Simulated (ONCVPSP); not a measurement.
**Plane-wave convergence, ONCV potential for tellurium**

ONCVPSP 4.0.1 input, shortened (lines: element, Z, core and valence counts, functional; n l f; lmax; l rc ep ncon nbas qcut; lloc lpopt rc5 dvloc0; l nproj debl; icmod fcfact rcfact), PBE, fully relativistic:

```
  Te 52.00    6    5        4      upf
    1    0    2.00
    2    0    2.00
    2    1    6.00
    3    0    2.00
    3    1    6.00
    3    2   10.00
    4    0    2.00
    4    1    6.00
    4    2   10.00
    5    0    2.00
    5    1    4.00
    2
    0    1.50    0.00    4    8    8.40
    1    1.20    0.00    4    7   10.90
    2    1.00    0.00    4    8    9.80
    4    5    0.65    0.00
    0    2    1.90
    1    2    0.70
    2    2    2.50
    0    0.00    0.00
```

Open shells are filled in proportion to 2j + 1.

For each optimised wave give the share of its norm inside rc, the residual kinetic energy above qcut (Ha) and the cutoffs (Ha) for errors of 10, 1, 0.1 and 0.01 mHa per electron.

```json
{"wave": "4s", "norm inside rc": "0.990", "residual KE": "1.8e-06", "10 mHa": "10.2", "1 mHa": "22.0", "0.1 mHa": "28.1", "0.01 mHa": "32.1"}
{"wave": "5s", "norm inside rc": "0.193", "residual KE": "1.8e-05", "10 mHa": "10.3", "1 mHa": "25.2", "0.1 mHa": "31.2", "0.01 mHa": "44.5"}
{"wave": "4p j=3/2", "norm inside rc": "0.894", "residual KE": "7.0e-06", "10 mHa": "20.4", "1 mHa": "41.7", "0.1 mHa": "51.0", "0.01 mHa": "58.4"}
{"wave": "5p j=3/2", "norm inside rc": "0.039", "residual KE": "6.1e-06", "10 mHa": "16.5", "1 mHa": "32.3", "0.1 mHa": "48.1", "0.01 mHa": "57.5"}
{"wave": "4p j=1/2", "norm inside rc": "0.913", "residual KE": "5.3e-06", "10 mHa": "21.7", "1 mHa": "37.3", "0.1 mHa": "49.4", "0.01 mHa": "57.2"}
{"wave": "5p j=1/2", "norm inside rc": "0.043", "residual KE": "7.0e-06", "10 mHa": "18.3", "1 mHa": "24.4", "0.1 mHa": "47.6", "0.01 mHa": "57.9"}
{"wave": "4d j=5/2", "norm inside rc": "0.586", "residual KE": "1.4e-03", "10 mHa": "39.6", "1 mHa": "49.7", "0.1 mHa": "184.6", "0.01 mHa": "234.8"}
{"wave": "d projector 2 j=5/2", "norm inside rc": "0.085", "residual KE": "6.1e-04", "10 mHa": "35.5", "1 mHa": "45.9", "0.1 mHa": "56.9", "0.01 mHa": "103.1"}
{"wave": "4d j=3/2", "norm inside rc": "0.598", "residual KE": "1.7e-03", "10 mHa": "40.3", "1 mHa": "51.5", "0.1 mHa": "194.4", "0.01 mHa": "237.6"}
{"wave": "d projector 2 j=3/2", "norm inside rc": "0.085", "residual KE": "7.2e-04", "10 mHa": "36.1", "1 mHa": "46.5", "0.1 mHa": "59.2", "0.01 mHa": "127.5"}
```

The occupied waves need 51 Ha and 194 Ha for 1 and 0.1 mHa. Note: ghosts flagged at negative energy: s at -90.3 eV; GHOST(+) flagged for p3/2 at 443.6 eV. A true bound ghost makes a file unfit for plane-wave use.
